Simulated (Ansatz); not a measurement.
The inner images of a band of BClF2 + H2 (6 atoms, charge 0, multiplicity 1) are given out of order.

Theory: Ansatz, RKS PBE0-D4/def2-SVP.

Initial state:

```xyz
6
Properties=species:S:1:pos:R:3
B -0.014 0.479 0.149
Cl -0.028 0.942 1.831
F 1.120 0.338 -0.491
F -1.138 0.287 -0.495
H 0.126 -2.484 0.509
H 0.051 -2.234 1.224
```

Final state:

```xyz
6
Properties=species:S:1:pos:R:3
B 0.002 -0.317 -0.554
Cl -0.050 -0.133 2.493
F 1.140 0.330 -0.672
F -1.114 0.358 -0.717
H -0.016 -1.509 -0.393
H 0.156 -1.401 2.569
```

Put them in order from the first end to the last, with their energies above the first end.
A.
```xyz
6
Properties=species:S:1:pos:R:3
B 0.019 -0.396 -0.255
Cl 0.009 -0.018 2.350
F 1.147 0.223 -0.512
F -1.131 0.183 -0.517
H 0.042 -1.572 0.050
H 0.032 -1.091 1.610
```
B.
```xyz
6
Properties=species:S:1:pos:R:3
B 0.017 -0.353 -0.430
Cl 0.021 -0.077 2.510
F 1.136 0.307 -0.623
F -1.124 0.269 -0.617
H 0.038 -1.532 -0.178
H 0.029 -1.284 2.064
```
C.
```xyz
6
Properties=species:S:1:pos:R:3
B 0.017 -0.290 0.043
Cl 0.000 0.143 2.097
F 1.161 0.136 -0.467
F -1.145 0.076 -0.472
H 0.050 -1.593 0.277
H 0.036 -1.143 1.249
```
D.
```xyz
6
Properties=species:S:1:pos:R:3
B -0.004 0.281 0.199
Cl -0.023 0.760 1.883
F 1.131 0.171 -0.447
F -1.127 0.099 -0.452
H 0.086 -2.121 0.415
H 0.055 -1.861 1.129
```
E.
```xyz
6
Properties=species:S:1:pos:R:3
B 0.006 0.020 0.221
Cl -0.013 0.464 1.967
F 1.142 0.091 -0.445
F -1.128 0.020 -0.452
H 0.061 -1.786 0.360
H 0.050 -1.480 1.076
```

D (+0.05 eV), E (+0.46 eV), C (+1.50 eV), A (+0.83 eV), B (+0.62 eV).

Time of the run: 94 s on 1 thread of Intel(R) Xeon(R) 6975P-C (Granite Rapids), on a shared host, peak memory 0.15 GiB.
